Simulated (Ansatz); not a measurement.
Isolated molecules relaxed with PBE0-D4/def2-TZVP in Ansatz; ΔE leaves out vibrations. CCSD(T)/CBS adds triple-zeta CCSD(T) − MP2 to the extrapolated MP2 energy (def2 sets, frozen cores). This one scheme is used for every species. Functionals use def2-TZVPP. Triplets are unrestricted, without spin–orbit coupling. Elements past krypton have def2 core potentials. For Te outer-core shells are correlated without core-valence functions, which leaves a few kJ/mol of doubt a bond. One conformer a species, not always the lowest.

Consider the formal loss of a carbene: `[SiH3][SiH2]C[TeH]` → `[CH2]` (triplet) + `[SiH3][SiH2][TeH]`.

```
             level  ΔE (kcal/mol)
            PBE-D4           91.8
           PBE0-D4           89.0
            r2SCAN           83.8
    MP2/def2-TZVPP           92.2
   CCSD/def2-TZVPP           85.8
CCSD(T)/def2-TZVPP           89.1
     HF/def2-QZVPP           52.4
      HF/CBS(def2)           52.4
```

(1) What does CCSD(T)/CBS give? (An estimate is asked.)

Largest T1 diagnostic among the species: 0.012.

## Answers

(1) Computed: +91.6 kcal/mol. The listed levels differ from it by 0.2, -2.6, -7.8, 0.6, -5.8, -2.5, -39.2, -39.2 kcal/mol.

The D4 term adds +3.9 kcal/mol with B3LYP and +2.1 kcal/mol with PBE0; it sums over pairs of atoms, weighted by their polarisabilities, and B3LYP, whose exchange is more repulsive, gets the larger term. From PBE to PBE0 (25 % exact exchange), in def2-TZVPP and without D4, ΔE moves by −2.5 kcal/mol.

B3LYP here is the variant with VWN-RPA as its local correlation; programs differ in this.
